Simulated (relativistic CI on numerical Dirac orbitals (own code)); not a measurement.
**Au21+: q coefficients and field-shift factors**

Method of calculation: Dirac-Coulomb-Breit CI, orbitals from a KLI potential per configuration, derivatives by finite differences, unscaled Slater integrals, QED left out (own radial code, finite nucleus).

Configuration list (outside the closed core [Ar] 3d10 4s2): 4p⁶4d¹⁰4f¹², 4p⁶4d¹⁰4f¹¹5s, 4p⁶4d¹⁰4f¹⁰5s², 4p⁶4d¹⁰4f¹¹5p, 4p⁶4d⁹4f¹³, 4p⁶4d¹⁰4f¹¹5d, 4p⁶4d⁸4f¹⁴, 4p⁵4d¹⁰4f¹³. Levels of other configurations are missing.

With x = (α/α₀)² − 1 an excitation energy changes as ω = ω₀ + qx; K = 2q/ω₀ is the relative enhancement. Terms are leading LS components, so labels can repeat. The field-shift factor is F = δν/δ⟨r²⟩ for the transition from the lowest level.

Lowest level 4p⁶4d¹⁰4f¹² ³H6.

```
             Level  ω₀ (cm⁻¹)  q (cm⁻¹)  F (GHz/fm²)
   4p⁶4d¹⁰4f¹² ³F4       9837     -1440       0.0591
   4p⁶4d¹⁰4f¹² ³H5      29154     27760         1.77
   4p⁶4d¹⁰4f¹² ³F2      36244      7099        0.821
   4p⁶4d¹⁰4f¹² ³H4      38535     28960         1.95
   4p⁶4d¹⁰4f¹² ³F3      41989     28060         1.95
   4p⁶4d¹⁰4f¹² ³H4      65965     55840         3.66
   4p⁶4d¹⁰4f¹² ³P2      70072     27480         2.31
   4p⁶4d¹⁰4f¹² ³P0      82139     10160         1.78
   4p⁶4d¹⁰4f¹² ¹I6      83908     24440         2.36
   4p⁶4d¹⁰4f¹² ³P1      90581     27970         2.63
   4p⁶4d¹⁰4f¹² ¹D2     100550     48680         3.76
   4p⁶4d¹⁰4f¹² ¹S0     173412     44120         5.22
4p⁶4d¹⁰4f¹¹5s ⁵I°8     274956   -487100          829
```

At this charge transitions that keep the count of f electrons are usually good to a few per cent. Terms inside the open d or f shell come out 10 to 20 % too wide with unscaled integrals. Levels that differ in their count of f electrons can be misplaced by several ten thousand cm⁻¹, since the correlation energy of f electrons is missing or only estimated; rates across such gaps can be off by orders of magnitude.

Problem. Which transition from the lowest level has the largest |K|?

Solution. 4p⁶4d¹⁰4f¹¹5s ⁵I°8 at 274956 cm⁻¹, K = -3.54.
